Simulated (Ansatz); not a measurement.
Ansatz results at the PBE0-D4/def2-TZVP geometry: LUMO energy (ωB97M-V/def2-TZVPP) 0.44 eV; LUMO energy (PBE0/def2-TZVPP) -1.46 eV; HOMO–LUMO gap (B3LYP/def2-TZVPP) 5.75 eV.

Each molecule was computed in one conformer, which needn't be the lowest.

Which molecule gave them?
A. `FC([SiH3])[SeH]`
B. `C=N/C([SiH3])=C\Cl`
C. `BB(C)CC`
D. `BCCBC`

C. The others give `C=N/C([SiH3])=C\Cl`: 1.11, -1.05, 5.33; `FC([SiH3])[SeH]`: 1.34, -0.46, 6.24; `BCCBC`: 0.90, -0.97, 6.77.

B3LYP here is the variant with VWN-RPA as its local correlation; programs differ in this.
